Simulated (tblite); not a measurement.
Species: C3H11F2NSi2.
Z-matrix (Å and degrees, GFN2-xTB geometry), rows numbered from 1:
```
C 
N   1  1.4487
C   2  1.4545  1  115.52
C   3  1.5255  2  105.41  1   163.14
Si  4  1.8998  3  113.30  2  -155.81
Si  4  1.8951  3  103.12  2   -29.42
F   6  1.6075  4  112.10  3    87.05
F   6  1.6146  4  107.15  3  -165.55
H   1  1.0901  2  108.87  3   -61.97
H   1  1.0983  2  112.91  3    58.52
H   1  1.0884  2  109.08  3   179.61
H   2  1.0151  1  109.74  3  -124.40
H   3  1.0937  2  107.21  1    45.90
H   3  1.0996  2  113.53  1   -72.91
H   4  1.0949  3  108.55  2    84.36
H   5  1.4595  4  110.22  3  -172.28
H   5  1.4692  4  107.84  3   -52.62
H   5  1.4653  4  108.97  3    65.11
H   6  1.4398  4  121.20  3   -45.88
```

Level: GFN2-xTB in tblite, geometry and Hessian alike; calculated harmonic values, unscaled, isolated species. The method is semi-empirical: single wavenumbers can be off by several per cent or more. Modes of hydrogen on silicon can be 10 to 20 % off. One conformer, not necessarily the lowest.

Harmonic wavenumbers (cm⁻¹): 43.9, 69.8, 96.4, 112.9, 120.0, 153.1, 202.7, 219.3, 238.7, 250.8, 300.9, 344.9, 440.4, 514.5, 553.9, 613.9, 653.2, 719.2, 764.4, 782.5, 795.0, 803.0, 823.8, 863.4, 890.1, 969.2, 985.7, 1061.7, 1095.7, 1117.4, 1141.8, 1174.6, 1233.0, 1261.5, 1327.2, 1395.4, 1415.5, 1485.1, 1493.3, 1502.6, 2220.1, 2250.6, 2303.8, 2458.7, 2864.1, 2892.7, 2921.3, 2956.0, 3008.2, 3028.1, 3370.9.

A = 1486, B = 1149, C = 710.8 MHz; mass 155.040 u (most abundant isotopes); point group C1, symmetry number 1.

Problem. What is the zero-point energy?

Solution. ½Σν̃ = 30152 cm⁻¹ = 86.21 kcal/mol.

Problem. What is S at 273.15 K and 1 bar for an ideal gas of classical rigid rotors and harmonic oscillators?

Solution. Translation 40.62, rotation 29.70, vibration 33.98: S = 104.3 cal/(mol K).

Problem. And Cp and H(273.15 K) − H(0)?

Solution. Cp = 41.36 cal/(mol K), of which vibrations give 33.41 (their classical limit is 51 R = 101.3); H(273.15 K) − H(0) = 7.04 kcal/mol without the zero-point energy, 4.87 from vibrations.

Problem. Which modes carry the vibrational entropy at 273.15 K?

Solution. 43.9 cm⁻¹: 4.90; 69.8 cm⁻¹: 3.99; 96.4 cm⁻¹: 3.36; 112.9 cm⁻¹: 3.05; 120.0 cm⁻¹: 2.93; 153.1 cm⁻¹: 2.47 cal/(mol K); the other 45 give 13.29 together.

Problem. How do the functions run with temperature in this model?

Solution. 
```csv
T (K),S (cal/(mol K)),Cp (cal/(mol K)),H − H(0) (kcal/mol),G − H(0) (kcal/mol),ln q(vib)
50,60.7,14.9,0.53,-2.51,0.63
100,73.6,22.6,1.48,-5.88,2.22
298.15,108.0,44.0,8.11,-24.11,8.95
373.15,118.7,51.3,11.68,-32.61,11.35
500,135.2,61.7,18.88,-48.74,15.25
750,163.2,75.9,36.22,-86.15,22.38
1000,186.4,85.2,56.44,-129.93,28.81
```

q(vib) and H(0) count from the zero-point level.

Problem. Blend soft modes into free rotors: weight 1/[1 + (100 cm⁻¹/ν̃)⁴] for the oscillator and the rest for a rotor with moment μB/(μ + B), μ = h/(8π²ν), B = 10⁻⁴⁴ kg m². What vibrational entropy results?

Solution. 31.48 cal/(mol K) in place of 33.98, which changes −T·S at 273.15 K by +0.68 kcal/mol.

Problem. What must be added to the electronic energy to get the Gibbs energy at 273.15 K and 1 bar?

Solution. ZPE + [H(273.15 K) − H(0)] − T·S = 86.21 + 7.04 − 28.49 = 64.76 kcal/mol.

Hindered rotation and anharmonicity are outside this model. Other conformers, if any are populated, would add a mixing term that is left out. The structure is chiral; the term R ln 2 for an equal mix with its mirror image is left out.
